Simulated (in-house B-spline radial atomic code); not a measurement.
Results of a calculation; reference values are marked as such.
## Hf ion on Sb atom: potential, deflection and energy transfer

The pair potential comes from two frozen, spherical free-atom densities (PBE, B-spline radial code, scalar-relativistic past argon): electrostatics plus the change in Thomas-Fermi kinetic and Dirac exchange energy where they overlap, the recipe behind the universal ZBL potential, which averages such potentials (from solid-state densities) over many pairs. It is written V = (Z1 Z2 e²/r) φ(r/a), with e² = 14.3996 eV·Å and a = 0.46850 Å/(Z1^0.23 + Z2^0.23); ZBL's fit is φ = 0.18175 e^(−3.1998x) + 0.50986 e^(−0.94229x) + 0.28022 e^(−0.4029x) + 0.02817 e^(−0.20162x). Where φ falls below 4e-4 it is continued as an exponential.

Masses 178.49 and 121.76 u.

```json
{"x = r/a": "0.1", "φ, this pair": "0.8826", "φ, ZBL": "0.8928"}
{"x = r/a": "0.25", "φ, this pair": "0.7544", "φ, ZBL": "0.7647"}
{"x = r/a": "0.5", "φ, this pair": "0.6016", "φ, ZBL": "0.6096"}
{"x = r/a": "1", "φ, this pair": "0.4084", "φ, ZBL": "0.4164"}
{"x = r/a": "1.5", "φ, this pair": "0.2918", "φ, ZBL": "0.2995"}
{"x = r/a": "2", "φ, this pair": "0.2154", "φ, ZBL": "0.2218"}
{"x = r/a": "3", "φ, this pair": "0.1251", "φ, ZBL": "0.1292"}
{"x = r/a": "4", "φ, this pair": "0.07752", "φ, ZBL": "0.08026"}
{"x = r/a": "5", "φ, this pair": "0.04986", "φ, ZBL": "0.05224"}
{"x = r/a": "6.5", "φ, this pair": "0.02773", "φ, ZBL": "0.02914"}
{"x = r/a": "8", "φ, this pair": "0.01634", "φ, ZBL": "0.01705"}
{"x = r/a": "10", "φ, this pair": "0.008467", "φ, ZBL": "0.008778"}
{"x = r/a": "12", "φ, this pair": "0.004682", "φ, ZBL": "0.00474"}
{"x = r/a": "14.5", "φ, this pair": "0.00239", "φ, ZBL": "0.002328"}
{"x = r/a": "17", "φ, this pair": "0.001287", "φ, ZBL": "0.001212"}
{"x = r/a": "20", "φ, this pair": "0.0006396", "φ, ZBL": "0.0005882"}
```

Q: At x = 6.5 the electrostatic, kinetic and exchange parts are -591.74, 3282.65 and -214.16 eV. Find r, V and φ.

A: a = 0.46850/(2.6742 + 2.4703) = 0.09107 Å, so r = 0.59195 Å. V = -591.74 + 3282.65 + (-214.16) = 2476.75 eV. The bare repulsion is 72 × 51 × 14.3996/0.59195 = 89323 eV, so φ = 0.0277, -4.8 % against ZBL's 0.0291. The kinetic (Pauli) term is 133 % of V here, as the other two terms together attract.

Q: The ion comes in at 14.32 keV with impact parameter 0.1821 Å. The scattering integral gives a centre-of-mass angle of 119.1° and a closest approach of 5.252 a. What are the reduced energy, the energy passed on and the laboratory angles?

A: ε = E a M2/(Z1 Z2 e² (M1 + M2)) = 14320 × 6.9846e-07 = 0.01. The most that one collision can pass on is γE with γ = 4 M1 M2/(M1 + M2)² = 0.9643. Here T = γE sin²(θ/2) = 0.9643 × 14320 × 0.743 = 10260 eV. The ion turns by arctan(sin θ/(cos θ + M1/M2)) = 41.7°, and the struck atom leaves at (180° − θ)/2 = 30.5°. The closest approach is 0.478 Å. With ZBL the angle would be 119.98° and T = 10350 eV.
